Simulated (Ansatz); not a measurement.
Relaxation of SiH2MeEt (C₃H₁₀Si) with RKS PBE0-D4/def2-SVP.

```sh
$ ansatz run in.yaml --threads 2 --pin off --events-out ev --progress --plain --max-ram 4352MiB
```

```yaml
crystal:
  periodic: [false, false, false]
  atoms:
    - {symbol: C, position_ang: [-0.455560, 2.244530, -0.248500]}
    - {symbol: C, position_ang: [-0.394820, -0.855270, -0.270700]}
    - {symbol: C, position_ang: [0.322730, -2.139030, 0.129210]}
    - {symbol: Si, position_ang: [0.480140, 0.712100, 0.366520]}
    - {symbol: H, position_ang: [0.503720, 0.698770, 1.836460]}
    - {symbol: H, position_ang: [1.862210, 0.742480, -0.131910]}
    - {symbol: H, position_ang: [-1.482730, 2.254400, 0.104690]}
    - {symbol: H, position_ang: [-0.481350, 2.286380, -1.333680]}
    - {symbol: H, position_ang: [0.019790, 3.154750, 0.102700]}
    - {symbol: H, position_ang: [-0.474730, -0.820440, -1.359330]}
    - {symbol: H, position_ang: [-1.418100, -0.889750, 0.109390]}
    - {symbol: H, position_ang: [-0.204780, -3.015850, -0.244480]}
    - {symbol: H, position_ang: [1.333560, -2.154140, -0.272310]}
    - {symbol: H, position_ang: [0.389890, -2.218920, 1.211950]}
basis:
  gaussian: {orbitals: def2-SVP}
hamiltonian: {xc: pbe0, dispersion: d4}
scf: {lower_state_search: "off"}
output: {orbitals: {seedname: orbitals}}
relax: {f_tol: 0.02, max_steps: 100}
```

Hardware: 2 threads of AMD EPYC 9R45 on a shared host. Wall time 5.5 s.

Positions (Å) and forces (eV/Å) at steps 1, 2, 3, 4, 5 of 5:

```xyz
14
step=1 energy=-11140.1630 eV
C    -0.456    2.245   -0.248    0.423   -0.486    0.287
C    -0.395   -0.855   -0.271    0.563   -0.043    0.355
C     0.323   -2.139    0.129   -0.242    0.401   -0.132
Si    0.480    0.712    0.367   -1.120    0.075   -0.752
H     0.504    0.699    1.836    0.059   -0.026    0.529
H     1.862    0.742   -0.132    0.527   -0.014   -0.143
H    -1.483    2.254    0.105   -0.483   -0.070    0.216
H    -0.481    2.286   -1.334    0.036   -0.053   -0.528
H     0.020    3.155    0.103    0.252    0.483    0.186
H    -0.475   -0.820   -1.359   -0.043    0.210   -0.396
H    -1.418   -0.890    0.109   -0.387    0.185    0.135
H    -0.205   -3.016   -0.244   -0.133   -0.393   -0.100
H     1.334   -2.154   -0.272    0.464   -0.118   -0.131
H     0.390   -2.219    1.212    0.084   -0.151    0.472
14
step=2 energy=-11140.2233 eV
C    -0.459    2.272   -0.247    0.093   -0.265    0.060
C    -0.385   -0.869   -0.268    0.154    0.043    0.106
C     0.329   -2.162    0.135   -0.103    0.246   -0.057
Si    0.446    0.721    0.341   -0.194   -0.028   -0.132
H     0.494    0.699    1.831    0.009    0.013    0.168
H     1.855    0.743   -0.147    0.164    0.022   -0.056
H    -1.494    2.275    0.116   -0.128    0.010    0.037
H    -0.483    2.310   -1.344   -0.012    0.015   -0.133
H     0.030    3.186    0.112    0.075    0.067    0.054
H    -0.466   -0.805   -1.365   -0.028    0.005   -0.112
H    -1.419   -0.871    0.111   -0.111    0.001    0.015
H    -0.199   -3.048   -0.240   -0.049   -0.097   -0.035
H     1.352   -2.195   -0.263    0.115   -0.013   -0.035
H     0.399   -2.258    1.226    0.015   -0.019    0.122
14
step=3 energy=-11140.2292 eV
C    -0.460    2.254   -0.247    0.021   -0.034    0.017
C    -0.389   -0.861   -0.273    0.075   -0.005    0.050
C     0.326   -2.149    0.135   -0.058    0.032   -0.035
Si    0.452    0.716    0.342   -0.038    0.007   -0.027
H     0.502    0.698    1.842    0.004   -0.003   -0.016
H     1.869    0.746   -0.150   -0.015   -0.001    0.006
H    -1.499    2.258    0.121    0.014    0.008   -0.008
H    -0.487    2.294   -1.348   -0.003    0.008    0.016
H     0.034    3.168    0.116   -0.013    0.002   -0.009
H    -0.468   -0.794   -1.373    0.000   -0.006    0.011
H    -1.428   -0.858    0.103    0.011   -0.005   -0.009
H    -0.200   -3.042   -0.239    0.013   -0.009    0.009
H     1.354   -2.184   -0.259   -0.009    0.003    0.004
H     0.395   -2.245    1.231   -0.002    0.004   -0.007
14
step=4 energy=-11140.2295 eV
C    -0.461    2.254   -0.246    0.005   -0.015    0.006
C    -0.386   -0.861   -0.273    0.024   -0.017    0.015
C     0.324   -2.150    0.136   -0.019    0.024   -0.010
Si    0.452    0.716    0.340   -0.003   -0.001   -0.004
H     0.504    0.698    1.840    0.001    0.000   -0.005
H     1.868    0.748   -0.153   -0.005    0.002    0.000
H    -1.498    2.259    0.123    0.003    0.004   -0.003
H    -0.490    2.296   -1.346   -0.002    0.004    0.004
H     0.033    3.169    0.116   -0.004    0.000   -0.003
H    -0.463   -0.796   -1.373   -0.002    0.000    0.001
H    -1.425   -0.857    0.100    0.000    0.001   -0.005
H    -0.201   -3.044   -0.239    0.004    0.002    0.003
H     1.353   -2.186   -0.256   -0.002   -0.002    0.003
H     0.391   -2.245    1.231    0.000   -0.002   -0.003
14
step=5 energy=-11140.2296 eV
C    -0.463    2.253   -0.244   -0.001    0.001    0.000
C    -0.382   -0.861   -0.275    0.000    0.003    0.000
C     0.321   -2.150    0.138   -0.001   -0.012   -0.001
Si    0.455    0.717    0.338    0.000    0.001   -0.002
H     0.513    0.697    1.836    0.001   -0.001    0.001
H     1.869    0.753   -0.160    0.001    0.000   -0.001
H    -1.500    2.255    0.127    0.000    0.000    0.000
H    -0.495    2.298   -1.344    0.000    0.000    0.001
H     0.029    3.168    0.118    0.000    0.000    0.000
H    -0.455   -0.797   -1.375    0.001    0.001   -0.001
H    -1.423   -0.853    0.093    0.000    0.001    0.000
H    -0.204   -3.042   -0.239    0.000   -0.001    0.001
H     1.352   -2.191   -0.248    0.000    0.004    0.001
H     0.382   -2.246    1.234   -0.001    0.004    0.001
```

Another isomer (singlet) lies 0.56 eV lower at PBE0-D4/def2-TZVP; other spin states weren't run for this one.
